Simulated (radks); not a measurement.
Tm, 69 electrons, occupied as [Kr] 4d10 4f13 5s1.75 5p6 6s2 5d0.25 (fractional occupations, a model configuration). Calculated with a radial shooting solver on a logarithmic mesh with Libxc functionals: scalar-relativistic Kohn-Sham, PBEsol, spin-polarised, spherical densities, finite nucleus; open shells are filled with parallel spins first (spin-orbit coupling, left out, can overturn this in heavy ions); Fermi nuclear charge, rms radius 5.2256 fm.

Local quantities along the radius. ELF = 1/(1 + alpha^2) is the electron localisation function; alpha = (tau - tau_W)/tau_unif compares the Pauli kinetic energy density with that of the uniform gas (summed over spins). tau is taken from the large components.

r (bohr)     ELF    alpha
0.0007287  0.999  0.02318
0.0009955  0.999  0.02367
0.00136    0.999  0.02490
0.001858   0.999  0.02719
0.002538   0.999  0.03115
0.003468   0.999  0.03793
0.004738   0.998  0.04993
0.006421   0.995  0.07185
0.008772   0.986   0.1182
0.01198    0.951   0.2260
0.01637    0.803   0.4957
0.02237    0.470    1.063
0.03056    0.332    1.419
0.04174    0.535   0.9332
0.05703    0.737   0.5978
0.07791    0.630   0.7662
0.1064     0.347    1.371
0.1454     0.546   0.9115
0.1986     0.731   0.6071
0.2692     0.375    1.291
0.3678     0.382    1.271
0.5025     0.713   0.6343
0.6865     0.538   0.9258
0.9378     0.336    1.405
1.281      0.513   0.9748
1.75       0.449    1.107
2.391      0.140    2.474
3.267      0.245    1.755
4.463      0.764   0.5552
6.097      0.686   0.6764
8.329      0.072    3.601
11.38      0.000    47.18

On this mesh the ELF has minima near r = 0.031, 0.11, 0.32, 0.94, 2.8 bohr, which separate the shells, and maxima near 0.057 (0.74), 0.20 (0.73), 0.50 (0.71), 1.5 (0.54), 5.2 (0.81).
